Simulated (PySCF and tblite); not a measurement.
The numbers below are computed, except where a source is named.
System: C2H8OSSi, numbered as in [CH3:1][CH2:2][S@:3](=[O:4])[SiH3:5].

For the rotation about the C2–S3 bond (torsion C1–C2–S3–O4 from 44° to 171°, rising): electronic barrier 5.01 kcal/mol, zero-point change -0.06 kcal/mol, thermal and entropy terms at 400 K a further 0.76 kcal/mol (symmetry numbers apart). The minimum is C1, the saddle C1. The path came from a restrained scan, a climbing-image band and a saddle search at GFN2-xTB; energies are PBE0/pcSseg-1 + D3(BJ)//GFN2-xTB, thermal terms GFN2-xTB. Rate constants are transition-state-theory values, counting equivalent paths, without tunnelling. (PySCF 2.14 with density fitting, tblite 0.8.)

(1) How many equivalent paths lead out of the minimum?

(2) Work out the rate at 400 K.

## Answers

(1) 1: the symmetry number of the minimum is 1, that of the saddle displaced along its mode 1.

(2) ΔG‡ = 5.71 kcal/mol; k_B T/h = 8.3×10¹² s⁻¹; exp(−ΔG‡/RT) = 0.00076; times 1 gives k = 6.3×10⁹ s⁻¹. Wigner's tunnelling factor for the 92i cm⁻¹ mode would be 1.00.
